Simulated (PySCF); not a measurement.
PySCF input for CaF, SMILES [F][Ca+], charge +1, HF/pcSseg-2. Geometry: PBE-D3(BJ)/def2-TZVPD. The spin state was assumed, not searched.

```python
import numpy as np
from pyscf import gto, scf, dft
from pyscf.prop.nmr import rhf as nmr

mol = gto.M(
    atom='''
    Ca    0.00000000    0.00000000   -0.58327333
    F     0.00000000    0.00000000    1.29616294
    ''',
    basis='pcSseg-2',
    charge=1,
    spin=0,
    max_memory=1600,
    verbose=3,
)
mf = scf.RHF(mol)
mf.conv_tol = 1e-10
mf.max_cycle = 100
mf.kernel()
n = nmr.NMR(mf)
n.verbose = 2
n.max_cycle_cphf = 60
sigma = n.kernel()
print('atom   isotropic/ppm   span/ppm')
for i, s in enumerate(sigma):
    w = np.linalg.eigvalsh((s + s.T) / 2)
    print(f'{mol.atom_symbol(i):2s}{i + 1:3d} {w.mean():14.3f} {w[2] - w[0]:11.3f}')
```

Log of the run:

```
converged SCF energy = -776.103629055393
atom   isotropic/ppm   span/ppm
Ca  1       1327.293     137.973
F   2        112.721     560.452
```

The calculation finished and met its thresholds.

Cost: very roughly 4 core-seconds.
